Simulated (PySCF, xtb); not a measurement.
CH5FOSi2, SMILES F[Si@@H]1[SiH2]OC1.

GFN2-xTB run with xtb at its own geometry gives an orbital gap of 3.83 eV and a dipole moment of 1.80 D.

Geometry: PBE-D3(BJ)/def2-SVP. The structure was generated by enumeration; whether it is a known compound was not checked.

**Question.** What does PBE/def2-TZVP (PySCF) give? (Estimate from the structure and the level; the computed values follow.)

**Answer.** gap 4.88 eV (levels -6.54 and -1.65 eV), dipole 0.54 D.
